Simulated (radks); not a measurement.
Values are calculated unless marked as measured or tabulated.
Hf21+, configuration [Kr] 4d10 4f5. Level of theory: Dirac Kohn-Sham, BLYP, spin-unpolarised, spherical densities, finite nucleus; open shells fill j = l - 1/2 first; Fermi nuclear charge, rms radius 5.347 fm (a radial shooting solver on a logarithmic mesh with Libxc functionals).

Normalised radial functions P(r) = r R(r) (large component), r in bohr:

r           4d3/2
0.001875   0.0002
0.002114   0.0002
0.002403   0.0003
0.002709   0.0004
0.003079   0.0006
0.003472   0.0007
0.003946   0.0010
0.004449   0.0014
0.005056   0.0019
0.005701   0.0025
0.006479   0.0035
0.007306   0.0047
0.008303   0.0065
0.009362   0.0088
0.01056    0.0118
0.012      0.0162
0.01353    0.0219
0.01537    0.0299
0.01733    0.0400
0.0197     0.0542
0.02221    0.0718
0.02525    0.0963
0.02846    0.1259
0.03235    0.1660
0.03648    0.2130
0.04146    0.2746
0.04674    0.3438
0.05312    0.4301
0.0599     0.5214
0.06808    0.6268
0.07676    0.7276
0.08724    0.8284
0.09836    0.9055
0.1118     0.9541
0.126      0.9524
0.1421     0.8903
0.1615     0.7443
0.1821     0.5266
0.207      0.2127
0.2334    -0.1418
0.2652    -0.5523
0.2991    -0.9279
0.3399    -1.2707
0.3832    -1.4975
0.4356    -1.6081
0.4911    -1.5807
0.5582    -1.4277
0.6293    -1.2010
0.7153    -0.9167
0.8064    -0.6530
0.9166    -0.4114
1.033     -0.2405
1.175     -0.1200
1.324     -0.0551
1.505     -0.0206
1.697     -0.0069

4d3/2: eigenvalue -764.28 eV, 1 radial node at r = 0.223 bohr, <r> = 0.489 bohr, 90 % of the charge inside 0.721 bohr.
